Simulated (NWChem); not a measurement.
Species: CH₃ClOZn; SMILES C[O][Zn][Cl]

```xyz
7

Zn     0.1075    -0.0640     0.0000
Cl    -0.1164    -2.1576     0.0000
O      0.4892     1.6756     0.0000
C     -0.4831     2.6920     0.0000
H     -1.1479     2.6827     0.8991
H      0.0362     3.6779     0.0000
H     -1.1479     2.6827    -0.8991
```
Atoms are numbered in this order, from 1.

Results from NWChem. All runs use the structure optimised with PBE-D3(BJ)/def2-SVP. B3LYP is NWChem's, with the RPA form of VWN correlation.

For level B3LYP/aug-cc-pVDZ:

```
Quantity                     Result
---------------------------  ------
highest occupied level (eV)   -7.57
```

### Question
How do the values read with level B3LYP/cc-pVDZ instead?

### Answer
The highest occupied level (eV) comes out as -7.33.
